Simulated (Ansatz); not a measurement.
Start from `[OH][Al]([Cl])[Cl]` and change one atom or group to get `[OH][Al]([Cl])[SiH2]Cl`.

Ansatz, PBE0-D4/def2-TZVP geometries, multiplicity 1. Each molecule was computed in one conformer, which needn't be the lowest.

```tsv
property	`[OH][Al]([Cl])[Cl]`
HOMO–LUMO gap (PBE0/def2-TZVPP) / eV	8.34
HOMO energy (PBE/def2-TZVPP) / eV	-7.85
LUMO energy (B3LYP/def2-TZVPP) / eV	-1.26
HOMO energy (ωB97M-V/def2-TZVPP) / eV	-11.57
size of the dipole moment (B3LYP/def2-TZVPP) / D	1.63
HOMO–LUMO gap (ωB97M-V/def2-TZVPP) / eV	12.29
```

Q: Give the same properties after the change, and the shifts. (An estimate is asked.)

A: The calculation gave: 
```
                                        property  `[OH][Al]([Cl])[SiH2]Cl`  shift
            HOMO–LUMO gap (PBE0/def2-TZVPP) / eV                      6.58  -1.76
               HOMO energy (PBE/def2-TZVPP) / eV                     -6.90   0.95
             LUMO energy (B3LYP/def2-TZVPP) / eV                     -1.64  -0.38
           HOMO energy (ωB97M-V/def2-TZVPP) / eV                    -10.08   1.49
size of the dipole moment (B3LYP/def2-TZVPP) / D                      1.99   0.36
         HOMO–LUMO gap (ωB97M-V/def2-TZVPP) / eV                     10.30  -1.99
```

With PBE0 the HOMO rises by 1.24 eV and the LUMO falls by 0.51 eV, so the gap narrows by about 1.75 eV. PBE moves the HOMO by 0.95 eV and ωB97M-V by 1.49 eV. Dipoles are sizes alone; their direction can turn.

B3LYP here is the variant with VWN-RPA as its local correlation; programs differ in this.
